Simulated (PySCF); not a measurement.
**Kr¹⁷⁺: ionisation energy**

Kr¹⁷⁺ [Ar] 3d1 [3d3/2^1, M_J = 3/2] → Kr¹⁸⁺ [Ar], as a difference of total energies. Calculation: PySCF 2.14, in an even-tempered Gaussian basis (17 s from 1.7 bohr⁻², ratio 2.8; 12 p from 2.2 bohr⁻², ratio 2.8; 8 d from 2.2 bohr⁻², ratio 2.8; 4 f from 6.5 bohr⁻², ratio 3); the two-component X2C-1e Hamiltonian. Correlated levels: [Ne] frozen; the 76 highest virtual spinors dropped. "Screened" scales the spin-orbit matrix elements by Boettger's factors to mimic the two-electron term; Breit and QED terms are absent.

| method | ionisation energy (eV) |
| --- | --- |
| GHF (spin-free) | 638.76 |
| GMP2 (spin-free) | 638.85 |
| GHF (screened spin-orbit) | 639.91 |
| GMP2 (screened spin-orbit) | 640.02 |

Breit and QED terms and the two-electron picture change are absent.

The spin-free rows lack the spin-orbit shift.

For comparison: 640 ± 3 eV (theoretical estimate listed by NIST; NIST Atomic Spectra Database, ionization energies).
